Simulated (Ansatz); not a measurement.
Consider the formal exchange of groups at a Te–Si bond: `O[Si](O)(S)[TeH]` + `[SiH3]S` → `S[SiH2][TeH]` + `O[SiH](O)S`.

Isolated molecules relaxed with PBE0-D4/def2-TZVP in Ansatz; ΔE leaves out vibrations. CCSD(T)/CBS is the MP2 limit (def2-TZVPP, def2-QZVPP) plus CCSD(T) − MP2 in def2-TZVPP, frozen cores. Functionals use def2-TZVPP. HSE06 is defined as in plane-wave codes. Elements past krypton have def2 core potentials. For Te outer-core shells are correlated without core-valence functions, which leaves a few kJ/mol of doubt a bond. One conformer a species, not always the lowest.

Problem. Is it downhill or uphill in electronic energy at CCSD(T)/CBS, and by how much? (An estimate is asked.)

Solution. The calculation gave: Nearly level: ΔE = -0.5 kJ/mol.

Problem. What do these levels give: PBE-D4, r2SCAN0-D4, HSE06-D4, CAM-B3LYP-D4, ωB97X-V, PBE0, r2SCANh, BHLYP, CAM-B3LYP, CCSD/def2-SVP, CCSD(T)/def2-SVP, CCSD(T)/def2-TZVPP? (An estimate is asked.)

Solution. The calculation gave: PBE-D4 1.3, r2SCAN0-D4 -0.8, HSE06-D4 0.1, CAM-B3LYP-D4 1.4, ωB97X-V 1.5, PBE0 -2.0, r2SCANh -0.9, BHLYP -3.5, CAM-B3LYP -1.1, CCSD/def2-SVP 0.6, CCSD(T)/def2-SVP 1.7, CCSD(T)/def2-TZVPP -0.1 kJ/mol.

Problem. What do rigid-rotor, harmonic-oscillator terms from PBE0-D4/def2-TZVP frequencies (298.15 K, 1 bar) make of the CCSD(T)/CBS value? (Estimate.)

Solution. Ansatz gave: ΔZPE = +1.9 kJ/mol, ΔH = +0.5 kJ/mol, ΔS = 6 J/(mol·K), ΔG = -1.4 kJ/mol.

Largest T1 diagnostic among the species: 0.012.

In def2-TZVPP, CCSD(T) changes the Hartree–Fock value by +5.8 kJ/mol (the triples alone add +1.1 kJ/mol) and MP2 by +6.6 kJ/mol. The D4 term adds +4.2 kJ/mol with B3LYP and +2.3 kJ/mol with PBE0; it sums over pairs of atoms, weighted by their polarisabilities, and B3LYP, whose exchange is more repulsive, gets the larger term. Leaving LDA and LC-ωPBE aside and taking each functional with its dispersion term where it has one, the values, not all of them listed here, spread over 4.3 kJ/mol, from B2PLYP to revPBE-D4. LDA lies +3.3 kJ/mol from PBE without D4.

B3LYP here is the variant with VWN-RPA as its local correlation; programs differ in this.
